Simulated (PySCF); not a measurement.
A calculated (PBE0, PySCF 2.14, cc-pVTZ-DK, scalar relativity by spin-free X2C-1e) atom or ion has these occupied shells.

| shell | electrons | orbital energy (eV) | rms radius, mean of both spins (bohr) |
| --- | --- | --- | --- |
| 1s β | 1 | -5924.5 | 0.0734 |
| 1s α | 1 | -5924.5 | 0.0734 |
| 2s α | 1 | -687.99 | 0.318 |
| 2s β | 1 | -686.15 | 0.318 |
| 2p α | 3 | -578.48 | 0.288 |
| 2p β | 3 | -576.91 | 0.288 |
| 3s α | 1 | -87.410 | 0.973 |
| 3s β | 1 | -81.825 | 0.973 |
| 3p α | 3 | -57.635 | 1.06 |
| 3p β | 3 | -51.545 | 1.06 |
| 3d α | 5 | -12.651 | 1.57 |

Problem. Name the element and its charge.

Solution. Cr⁺ (chromium, charge +1), in [Ar] 3d5, high-spin 6S determinant.
